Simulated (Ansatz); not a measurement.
Isolated molecules relaxed with PBE0-D4/def2-TZVP in Ansatz; ΔE leaves out vibrations. CBS: MP2 limit from def2 TZ/QZ plus the TZ coupled-cluster correction, frozen cores. This one scheme is used for every species. For Ge outer-core shells are correlated without core-valence functions, which leaves a few kJ/mol of doubt a bond. Scalar relativity is left out up to krypton. One conformer a species, not always the lowest.

Reaction (redistribution): `[CH3][Ge][NH2]` + `CS[Si]S` → `[NH2][Ge][SH]` + `C[Si]SC`

```tsv
level	ΔE (kcal/mol)
HF/def2-TZVPP	-4.6
MP2/def2-TZVPP	-2.6
HF/CBS(def2)	-4.8
CCSD/CBS(def2)	-3.2
```

**Question.** What does CCSD(T)/CBS give? (Best estimate.)

**Answer.** The calculation gave: -3.0 kcal/mol. The listed levels differ from it by -1.6, 0.4, -1.8, -0.2 kcal/mol.

Largest T1 diagnostic among the species: 0.015.

In def2-TZVPP, CCSD(T) changes the Hartree–Fock value by +1.8 kcal/mol (the triples alone add +0.2 kcal/mol) and MP2 by +2.1 kcal/mol.
